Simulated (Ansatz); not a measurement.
```
atom    x (Å)    y (Å)    z (Å)
   O   1.1778   0.0485   0.0115
   C   0.4044   1.1052  -0.0253
   C  -0.9247   0.7182   0.0329
   C  -0.9979  -0.6901  -0.0134
   C   0.3644  -1.0671  -0.0076
   H   0.6803   2.1613   0.0454
   H  -1.8656   1.3567  -0.0258
   H  -1.8408  -1.3006   0.0388
   H   0.6968  -2.1761   0.0443
```

Basis set: cc-pVDZ (spherical functions). Correlated methods keep 5 orbitals frozen. Charge 0, multiplicity 1.

Computed with Ansatz (development build ahead of 0.2.0); each method stands on the lowest determinant of its kind that the runs found. Restricted open shells among the atoms or ions are ROHF, correlated in semicanonical orbitals with singles.

Q: Give the atomization energy at this shape (free ground-state atoms in the same class of orbitals less the molecule, no zero-point energy) of singlet C4H4O by RHF-MP2, RHF.

A:

| method | atomization energy |
| --- | --- |
| RHF-MP2 | 40.43 eV |
| RHF | 29.90 eV |

Caution: the shape is not the minimum.
